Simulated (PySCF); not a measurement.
Potential energy of RbSi along the bond

Set-up: PySCF, spin-free X2C with a Gaussian nucleus, basis sets Rb x2c-TZVPPall, Si x2c-TZVPPall. Energies in eV from Rb + Si in their ground configurations at the same level. State: ⁴Σ⁻ (quartet), unpaired electrons σ ↑, π ↑↑.

All columns are LDA. A positive dipole means Rb(−)Si(+).

| R (Å) | E (eV) | μ (D) | Mulliken charge on Rb (basis-dependent) | HOMO (eV) | LUMO (eV) | Mayer bond order | ⟨S²⟩ |
| --- | --- | --- | --- | --- | --- | --- | --- |
| 2.716 | -1.561 | -7.23 | 0.47 | -3.35 | -2.20 | 1.04 | 3.75 |
| 2.842 | -1.714 | -7.72 | 0.46 | -3.32 | -2.25 | 1.03 | 3.75 |
| 2.969 | -1.788 | -8.15 | 0.45 | -3.23 | -2.29 | 1.02 | 3.75 |
| 3.063 | -1.807 | -8.45 | 0.43 | -3.16 | -2.32 | 1.02 | 3.75 |
| 3.158 | -1.802 | -8.73 | 0.42 | -3.11 | -2.35 | 1.02 | 3.75 |
| 3.253 | -1.779 | -8.99 | 0.40 | -3.06 | -2.38 | 1.02 | 3.75 |
| 3.379 | -1.728 | -9.31 | 0.39 | -3.00 | -2.41 | 1.02 | 3.75 |
| 3.537 | -1.644 | -9.66 | 0.37 | -2.94 | -2.46 | 1.00 | 3.75 |
| 3.726 | -1.527 | -10.00 | 0.36 | -2.88 | -2.50 | 0.97 | 3.75 |
| 3.979 | -1.364 | -10.34 | 0.36 | -2.82 | -2.56 | 0.90 | 3.75 |

A fit through these points gives, at Re = 3.086 Å, μ = -8.52 D and dμ/dR = -3.01 D/Å; the reduced mass is 21.04 u.

Question: How strong is the fundamental in the double-harmonic approximation, I = 42.26·(dμ/dR)²/μred km/mol?

Answer: I = 42.26·(-3.01)²/21.04 = 18.2 km/mol at LDA.

Spin–orbit coupling is left out. The state is the lowest determinant that a PBE0 search found; another state may lie lower at other levels.
